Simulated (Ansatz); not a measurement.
Cost and result up the ladder for the cluster Li5 (5 atoms). Charge 0, multiplicity 2. Geometry: PBE/def2-TZVP.

```xyz
5

Li    0.325    0.238    2.158
Li    2.787   -1.109    1.066
Li   -1.632    0.270   -2.720
Li   -1.959    0.972    0.189
Li    0.479   -0.371   -0.693
```

Ansatz on 4 threads of Intel Xeon Platinum 8488C on a shared host. Times are rough, and most runs start from the orbitals of an earlier one. ωB97X-V/def2-TZVP serves as the yardstick here, not as an exact answer. Binding counts from free atoms at the same level (Li doublet; other spins of the atoms weren't run), without zero-point energy or a counterpoise term.

LC-ωPBE has ω = 0.4 bohr⁻¹. Another isomer (doublet) lies 0.11 eV lower at PBE0/def2-TZVP; other spin states weren't run for this one.

Run but left out: CCSD(T)/def2-TZVPP (⟨S²⟩ 1.53, where a pure state has 0.75).

| level | functions | wall time | binding energy per atom (eV) | difference from ωB97X-V/def2-TZVP (eV) | remarks |
| --- | --- | --- | --- | --- | --- |
| PBE/def2-TZVP (with forces) | 70 | 0.6 s | 0.69 | 0.04 | – |
| PBE0/def2-TZVP | 70 | 0.75 s | 0.67 | 0.02 | spin-contaminated (⟨S²⟩ 0.84) |
| LC-ωPBE/def2-TZVP | 70 | 1.6 s | 0.64 | -0.01 | spin-contaminated (⟨S²⟩ 0.94) |
| r2SCAN/def2-TZVP | 70 | 1.7 s | 0.66 | 0.01 | spin-contaminated (⟨S²⟩ 0.95) |
| ωB97X-V/def2-TZVP | 70 | 2.8 s | 0.65 | 0.00 | – |
